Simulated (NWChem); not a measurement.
## Correlation energy of GeI

```
Ge
I 1 2.5334
```
Charge 0, spin multiplicity 2.

Program: NWChem. All single points use one geometry, from UPBE0/def2-SVP with def2 effective core potentials on I, a minimum by its harmonic frequencies.

Basis set: def2-SVP. Each correlation energy counts from its own Hartree-Fock reference.

Effective core potentials replace the inner electrons of I; spin-orbit coupling is left out. The correlated methods keep 13 core orbitals frozen. This spin state was chosen for the runs; another may lie lower. The structure started from a generated list of species. The unpaired electrons of the parent sit in orbitals of symmetry b2 (C2v labels of the run); other states weren't searched. The stability of the SCF solutions was not checked. Open-shell Hartree-Fock references start from PBE0 orbitals. No row is a measurement; the coupled-cluster row has its own basis-set and correlation limits.

Task: One of these methods gave a correlation energy of -323.1 mHa. Which?
(A) SCS-UMP2
(B) CCSD(T) on UHF
(C) CCSD on UHF
(D) CCSD(T) on ROHF

Result: B, CCSD(T) on UHF. The others give -327.0 (CCSD(T) on ROHF), -313.5 (CCSD on UHF), -280.6 (SCS-UMP2).
